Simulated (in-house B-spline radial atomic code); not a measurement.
Neutral gadolinium: [Xe] 4f7 5d1 6s2

Method: Dirac-Kohn-Sham LDA PW92, spherical fractional occupations, Fermi nucleus of rms radius 5.1569 fm. Calculated with a B-spline radial code for spherical atoms.

Effective charges: Z_r = [3n² - l(l+1)]/(2<r>) from the radius, Z_e = n√(-2ε) from the energy, and Slater's rules. Values are occupation-weighted means over j. An effective charge above Z reflects the relativistic contraction of the inner shells.

| shell | electrons | ε (eV) | <r> (bohr) | Z_r | Z_e | Slater |
| --- | --- | --- | --- | --- | --- | --- |
| 1s | 2 | -49995 | 0.02192 | 68.42 | 60.62 | 63.70 |
| 2s | 2 | -8252.2 | 0.09282 | 64.64 | 49.26 | 59.85 |
| 2p | 6 | -7376.4 | 0.08205 | 60.94 | 46.57 | 59.85 |
| 3s | 2 | -1828.9 | 0.2443 | 55.27 | 34.78 | 52.75 |
| 3p | 6 | -1554.6 | 0.2425 | 51.54 | 32.07 | 52.75 |
| 3d | 10 | -1177.3 | 0.2213 | 47.45 | 27.91 | 42.85 |
| 4s | 2 | -367.84 | 0.5531 | 43.39 | 20.80 | 36.25 |
| 4p | 6 | -276.75 | 0.5847 | 39.34 | 18.04 | 36.25 |
| 4d | 10 | -147.31 | 0.6365 | 32.99 | 13.16 | 24.85 |
| 5s | 2 | -49.779 | 1.332 | 28.15 | 9.56 | 12.30 |
| 5p | 6 | -27.531 | 1.561 | 23.38 | 7.11 | 12.30 |
| 4f | 7 | -8.8801 | 0.8663 | 20.78 | 3.23 | 15.90 |
| 6s | 2 | -4.2682 | 3.951 | 13.67 | 3.36 | 3.00 |
| 5d | 1 | -2.6934 | 2.829 | 12.20 | 2.22 | 3.00 |

The least bound orbital is 5d5/2 at -2.585 eV, while the most diffuse is 6s1/2 (<r> = 3.951 bohr against 2.87 bohr): energy order and size order differ. The part-filled 4f shell lies below the filled 6s shell in orbital energy.

Spin-orbit splittings of the orbital energies (j = l + 1/2 above j = l - 1/2 when positive): 2p 695 eV, 3p 142.5 eV, 3d 31.08 eV, 4p 31.9 eV, 4d 5.767 eV, 5p 4.408 eV, 4f 0.7583 eV, 5d 0.2712 eV.

For the 1s electron the small component carries 5.68 % of the norm, the zero-frequency Breit interaction raises the level by 150.7 eV, self-energy by 90.17 eV, and vacuum polarisation lowers it by 14.7 eV.
